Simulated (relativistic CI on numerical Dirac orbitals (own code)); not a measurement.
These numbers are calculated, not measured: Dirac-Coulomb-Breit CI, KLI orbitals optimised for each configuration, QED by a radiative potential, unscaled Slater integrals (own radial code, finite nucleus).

CI space (outside the closed core 1s2): 2s², 2s2p, 2p², 2p3s, 2p3p, 2s3s, 2s3p, 2s3d, 2s4s, 2s4p, 2s4d, 2s4f, 2s5s, 3s², 2s5p, 2s5d, 2s5f, 2s5g, 3s3p, 3p². Levels of other configurations are missing.

At this charge energies of transitions that change n are usually good to better than 1 %, and those within a shell (Δn = 0) to a few per cent.

Outline of the computed level scheme of Ta LXX. Lowest level of each configuration: 2s² ¹S0 at 0.0 eV; 2s2p ³P°0 at 168.6 eV; 2p² ³P0 at 475.9 eV; 2s3s ³S1 at 10644.2 eV; 2s3p ³P°0 at 10723.5 eV; 2p3s ³P°0 at 10853.6 eV; 2p3p ³D1 at 10901.5 eV; 2s3d ³D1 at 11168.1 eV; 2s4s ³S1 at 14285.4 eV.

Some strong electric-dipole decays among the lowest 36 levels: 2s3d ³D3 → 2s2p ³P°2 (1.6e+15 s⁻¹); 2s3d ³D2 → 2s2p ³P°1 (1.5e+15 s⁻¹); 2s3d ¹D2 → 2s2p ¹P°1 (1.3e+15 s⁻¹); 2s3d ³D1 → 2s2p ³P°0 (9.8e+14 s⁻¹); 2p3p ³P0 → 2s2p ³P°1 (7.2e+14 s⁻¹); 2s3p ¹P°1 → 2s² ¹S0 (6.3e+14 s⁻¹); 2p3p ³P1 → 2s2p ³P°2 (5.6e+14 s⁻¹); 2p3p ³D1 → 2s2p ³P°1 (5.0e+14 s⁻¹).

LS names give the leading component of a level, which can be under half, so a name can repeat, a term be missing and a line seem to break the LS rules.
